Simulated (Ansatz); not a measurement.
This geometry of BH4N + BrH (8 atoms, charge 0, multiplicity 1) is a first-order saddle point.

The calculation used RHF/def2-SVP in Ansatz.

```xyz
8
Properties=species:S:1:pos:R:3
B 0.031 -0.229 0.246
N -0.025 0.167 1.686
H -0.823 -0.156 2.210
H 0.825 0.058 2.216
H 1.099 -0.263 -0.272
H -0.989 -0.533 -0.280
Br -0.389 2.986 0.780
H -0.172 1.302 1.531
```

Task: Which two structures does it join? (They come from a converged band through this point; their orientation in space is the band's.)

Result: Bonds broken: Br7–H8. Bonds formed: B1–Br7, N2–H8. BH4N + BrH becomes BBrH5N.

Image 0:

```xyz
8
Properties=species:S:1:pos:R:3
B 0.075 -0.585 0.197
N 0.032 -0.251 1.550
H -0.806 -0.295 2.094
H 0.853 -0.080 2.094
H 1.131 -0.583 -0.375
H -0.945 -0.854 -0.375
Br -0.481 3.685 1.543
H -0.301 2.295 1.387
```

Image 6:

```xyz
8
Properties=species:S:1:pos:R:3
B 0.000 0.435 0.204
N -0.144 0.162 1.810
H -0.296 -0.818 1.995
H 0.690 0.456 2.295
H 0.974 -0.170 -0.165
H -1.048 0.120 -0.298
Br 0.299 2.464 0.086
H -0.918 0.685 2.189
```

Task: How far does it lie above each of them?

Result: 20.1 kcal/mol above the first and 30.3 kcal/mol above the second. This is the barrier of this one path; another mechanism may lie lower. The orbitals stay closed-shell, which can raise the energy where a bond breaks towards radicals; this wasn't checked here.

The run took 2.2 min on 1 thread of Intel(R) Xeon(R) Platinum 8259CL CPU @ 2.50GHz (Skylake/Cascade Lake), with other jobs on the host, peak memory 0.18 GiB.
